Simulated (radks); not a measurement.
Excited configurations of Er III: one electron is placed in a higher orbital outside [Xe] 4f11. The ground configuration is [Xe] 4f12. Method: scalar-relativistic Kohn-Sham, PBE, spin-polarised, spherical densities, point nucleus; open shells are filled with parallel spins first (spin-orbit coupling, left out, can overturn this in heavy ions); computed with a radial shooting solver on a logarithmic mesh with Libxc functionals. Excitation = E - E(ground); binding = E(ion) - E, where the ion is the core of charge +3; n* = 3/sqrt(2 binding) in atomic units, and the quantum defect is n - n*.

| outer orbital | excitation (eV) | binding (eV) | n* | quantum defect | eigenvalue (eV) | <r> (bohr) |
|---|---|---|---|---|---|---|
| 5f | 17.085 | 8.066 | 3.896 | 1.104 | -6.477 | 5.655 |
| 6d | 15.234 | 9.918 | 3.514 | 2.486 | -8.338 | 5.498 |
| 7s | 14.584 | 10.568 | 3.404 | 3.596 | -9.135 | 6.062 |
| 7d | 19.018 | 6.134 | 4.468 | 2.532 | -5.234 | 9.456 |
| 7f | 21.318 | 3.834 | 5.651 | 1.349 | -3.277 | 14.64 |

The Delta-SCF ionisation energy is 25.152 eV (NIST Atomic Spectra Database: 22.70 eV, semi-empirical). Self-interaction in the functional shifts the binding energies and quantum defects, so they are the method's values and not measured ones. Open shells are spherical and high-spin; term and fine-structure splittings are not resolved. Spin-orbit splitting is averaged out at the scalar-relativistic level.
